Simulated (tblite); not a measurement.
Species: C₅H₈OSe.
SMILES with atom numbers: `[O:1]=[C:2]1[CH2:3][CH2:4][CH2:5][Se:6][CH2:7]1` (hydrogens: H8, H9 on C3; H10, H11 on C4; H12, H13 on C5; H14, H15 on C7)

Computed with GFN2-xTB (tblite), gas phase: L-BFGS steps from a force-field or distance-geometry start until the largest atomic force falls under 0.01 eV/Å.

Step 52: E = -599.0034 eV
```
atom  x, y, z in Å  |  force x, y, z in eV/Å
O1      1.7316   -1.6490    0.8821    0.068   0.003   0.058
C2      1.1251   -0.8886    0.1720   -0.015  -0.061   0.000
C3     -0.3032   -1.1552   -0.2539    0.008  -0.021  -0.029
C4     -1.2532   -0.1802    0.4504    0.032  -0.048   0.006
C5     -1.0139    1.2532    0.0140   -0.037  -0.028  -0.025
Se6     0.7589    1.8866    0.5764    0.034   0.027   0.039
C7      1.7192    0.4054   -0.3086   -0.031  -0.050  -0.008
H8     -0.5563   -2.1793    0.0279    0.004   0.023  -0.017
H9     -0.3960   -1.0496   -1.3364    0.004   0.023  -0.018
H10    -1.0992   -0.2739    1.5276   -0.059   0.048   0.039
H11    -2.2889   -0.4590    0.2331    0.038   0.013  -0.021
H12    -1.7407    1.9269    0.4663   -0.009   0.045   0.026
H13    -1.0642    1.3517   -1.0725   -0.037   0.005  -0.023
H14     2.7649    0.4853   -0.0144    0.032  -0.002  -0.004
H15     1.6114    0.5338   -1.3861   -0.031   0.023  -0.025
```

Step 53: E = -599.0047 eV
```
atom  x, y, z in Å  |  force x, y, z in eV/Å
O1      1.7380   -1.6447    0.8817    0.047  -0.021   0.065
C2      1.1263   -0.8882    0.1720    0.003  -0.052  -0.007
C3     -0.3032   -1.1567   -0.2499    0.032  -0.021  -0.033
C4     -1.2558   -0.1792    0.4488    0.033  -0.072  -0.009
C5     -1.0108    1.2544    0.0154   -0.060  -0.046  -0.028
Se6     0.7615    1.8796    0.5876    0.033   0.026   0.013
C7      1.7193    0.4048   -0.3124   -0.038  -0.021  -0.004
H8     -0.5552   -2.1806    0.0354    0.005   0.041  -0.014
H9     -0.3949   -1.0569   -1.3342    0.000   0.027   0.016
H10    -1.1135   -0.2707    1.5284   -0.049   0.029   0.011
H11    -2.2885   -0.4606    0.2195    0.034   0.038  -0.004
H12    -1.7369    1.9281    0.4690   -0.011   0.049   0.022
H13    -1.0618    1.3548   -1.0715   -0.017   0.013  -0.003
H14     2.7666    0.4853   -0.0232    0.020  -0.011  -0.010
H15     1.6044    0.5386   -1.3885   -0.032   0.021  -0.015
```

Step 54: E = -599.0058 eV
```
atom  x, y, z in Å  |  force x, y, z in eV/Å
O1      1.7442   -1.6410    0.8836    0.015  -0.036   0.058
C2      1.1279   -0.8895    0.1724    0.029  -0.023  -0.008
C3     -0.3023   -1.1590   -0.2470    0.048  -0.011  -0.019
C4     -1.2574   -0.1794    0.4468    0.031  -0.059  -0.016
C5     -1.0095    1.2550    0.0165   -0.047  -0.041  -0.017
Se6     0.7643    1.8747    0.5957    0.016   0.009  -0.012
C7      1.7185    0.4032   -0.3156   -0.026   0.009   0.001
H8     -0.5544   -2.1819    0.0406    0.000   0.031  -0.005
H9     -0.3935   -1.0634   -1.3321    0.001   0.033   0.028
H10    -1.1268   -0.2667    1.5286   -0.033   0.001  -0.012
H11    -2.2872   -0.4617    0.2071    0.018   0.046   0.006
H12    -1.7328    1.9301    0.4731   -0.016   0.036   0.016
H13    -1.0610    1.3592   -1.0701   -0.004   0.015   0.003
H14     2.7677    0.4856   -0.0312    0.003  -0.021  -0.016
H15     1.5978    0.5429   -1.3905   -0.035   0.010  -0.007
```

**Question.** Estimate the geometry and energy of step 55. (The exact step hangs on the optimiser's Hessian estimate; all steps are aligned on step 54, rigid shifts and turns removed.)

**Answer.** E = -599.0065 eV, largest force 0.055 eV/Å
```
atom  x, y, z in Å  |  force x, y, z in eV/Å
O1      1.7482   -1.6389    0.8872   -0.010  -0.036   0.040
C2      1.1297   -0.8915    0.1733    0.038   0.008  -0.003
C3     -0.3004   -1.1611   -0.2458    0.043  -0.004  -0.001
C4     -1.2575   -0.1806    0.4447    0.018  -0.023  -0.012
C5     -1.0095    1.2552    0.0178   -0.019  -0.023   0.002
Se6     0.7666    1.8733    0.5978   -0.003  -0.008  -0.019
C7      1.7174    0.4019   -0.3173   -0.001   0.021   0.001
H8     -0.5536   -2.1827    0.0435   -0.004   0.012   0.002
H9     -0.3923   -1.0681   -1.3311    0.009   0.038   0.029
H10    -1.1360   -0.2649    1.5280   -0.017  -0.021  -0.026
H11    -2.2858   -0.4612    0.1978    0.010   0.037   0.010
H12    -1.7294    1.9323    0.4780   -0.019   0.013   0.012
H13    -1.0625    1.3637   -1.0678    0.001   0.012  -0.012
H14     2.7679    0.4857   -0.0365   -0.009  -0.025  -0.020
H15     1.5926    0.5449   -1.3915   -0.035  -0.002  -0.003
```

The energy changes by -0.0007 eV. The first-order estimate −F·Δx gives -0.0011 eV and the mean of the old and new forces, exact on a quadratic surface, -0.0007 eV. The step makes an angle of 72° with the force vector and moves no atom by more than 0.009 Å.

What follows is the cost of the whole relaxation. On one thread of an Arm Neoverse N1, on a shared host, this took 0.77 s wall.
